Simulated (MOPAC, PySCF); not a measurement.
[Cd(Cl)(CH3)], neutral singlet in the gas phase. 

Cartesian coordinates (Å):
```xyz
6

Cd     0.1240    -0.1103     0.1041
Cl     0.0980     1.5567     1.6894
C      0.1471    -1.6266    -1.3388
H     -0.2250    -2.5643    -0.9010
H      1.1737    -1.7813    -1.7014
H     -0.4952    -1.3451    -2.1858
```
Charge 0, spin multiplicity 1.

All levels are single points at this geometry (r2SCAN-D4/def2-SVP); Pople sets use spherical d functions. Orbital energies aren't observables, and empty levels follow the basis.

| level | HOMO (eV) | LUMO (eV) | gap (eV) | dipole (D) | vertical IE, Delta-SCF (eV) |
|---|---|---|---|---|---|
| PBE-D3(BJ)/def2-TZVP in PySCF | -6.95 | -1.69 | 5.26 | 3.13 | – |
| TPSSh-D3(BJ)/def2-TZVP in PySCF | -7.57 | -1.20 | 6.37 | 3.19 | – |
| B3LYP/6-311+G** (LANL2DZ on Cd) in PySCF | -7.81 | -1.39 | 6.42 | 3.43 | – |
| B3LYP/6-31G* (LANL2DZ on Cd) in PySCF | -7.67 | -1.04 | 6.62 | 3.53 | 10.07 |
| B3LYP/LANL2DZ in PySCF | -7.70 | -1.15 | 6.55 | 3.60 | – |
| BP86/6-31G* (LANL2DZ on Cd) in PySCF | -6.84 | -1.67 | 5.17 | 3.56 | – |
| PBE/6-31G* (LANL2DZ on Cd) in PySCF | -6.72 | -1.56 | 5.16 | 3.55 | – |
| PM3 in MOPAC | -9.91 | 0.52 | 10.43 | 4.45 | – |
| PM6 in MOPAC | -9.95 | 0.42 | 10.37 | 3.43 | – |
